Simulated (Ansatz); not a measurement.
Ansatz results at the PBE0-D4/def2-TZVP geometry: LUMO energy (B3LYP/def2-TZVPP) -1.83 eV; ideal-gas entropy at 298 K and 1 bar (rigid rotor, harmonic PBE0-D4/def2-TZVP) 291 J/(mol·K); HOMO energy (PBE/def2-TZVPP) -6.28 eV.

(1) Which molecule gave them?
A. `[NH2][Ga]([Cl])[Br]`
B. `[F][Ga]([F])[F]`
C. `[GaH2][SeH]`
D. `[NH2][Ga]([NH2])[NH2]`

## Answers

(1) C. The others give `[NH2][Ga]([Cl])[Br]`: -1.47, 366, -6.62; `[NH2][Ga]([NH2])[NH2]`: -0.18, 351, -5.32; `[F][Ga]([F])[F]`: -2.78, 293, -9.66.

B3LYP here is the variant with VWN-RPA as its local correlation; programs differ in this.
